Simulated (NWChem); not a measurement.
CHAuO; SMILES [O+]#[C-]->[AuH]

All runs: NWChem. All runs use the structure optimised with PBE0/def2-SVP. No frequency run checked for a minimum. def2 effective core potentials on Au; no spin-orbit coupling. Ions are spin-unrestricted doublets at the neutral geometry; other ion states weren't tried.

### Question
Predict the results for CAM-B3LYP/def2-SVP. Quantities: vertical ionisation energy, ΔSCF (eV); −ε(HOMO) (eV).

### Answer
```
Item                                   Result
-------------------------------------  ------
vertical ionisation energy, ΔSCF (eV)   10.04
−ε(HOMO) (eV)                            8.99
```
